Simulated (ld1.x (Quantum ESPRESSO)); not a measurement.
# u(r) = r·R(r): atom against pseudo-atom (magnesium)

Columns: radius, all-electron u(r) and pseudo u(r) of the 3s shell (level -5.67 eV) of magnesium in the configuration [Ne] 3s1 3p1; PBE, scalar-relativistic, TM scheme, ld1.x (Quantum ESPRESSO) 7.5.

```tsv
r (bohr)	all-electron	pseudo
0.165	0.0181	0.0280
0.330	-0.2010	0.0571
0.495	-0.2504	0.0885
0.660	-0.1807	0.1236
0.825	-0.0593	0.1641
0.990	0.0741	0.2121
1.155	0.1996	0.2690
1.320	0.3086	0.3345
1.485	0.3984	0.4042
1.650	0.4691	0.4695
1.815	0.5223	0.5223
1.980	0.5608	0.5608
2.145	0.5869	0.5869
2.310	0.6020	0.6020
2.475	0.6075	0.6075
2.640	0.6049	0.6049
2.805	0.5956	0.5956
2.970	0.5809	0.5809
3.135	0.5619	0.5619
3.300	0.5398	0.5398
3.465	0.5154	0.5154
3.630	0.4895	0.4895
3.795	0.4627	0.4627
3.960	0.4356	0.4356
4.125	0.4085	0.4085
4.290	0.3819	0.3819
```

Q: How many radial nodes do the two functions have?

A: The all-electron 3s function has n − l − 1 = 2; the pseudo-wave has 0, since the states of the same l below it are removed with the core.

Q: At about which radius was the pseudo-wave matched?

A: 1.85 bohr. The columns agree to 0.0005 from 1.65 bohr on; several derivatives are matched, so the curves merge somewhat inside the radius.

Q: Is the pseudo-wave norm-conserving?

A: Yes: the TM scheme keeps the norm inside the radius equal to the all-electron one, which fixes the energy derivative of the logarithmic derivative at the level.
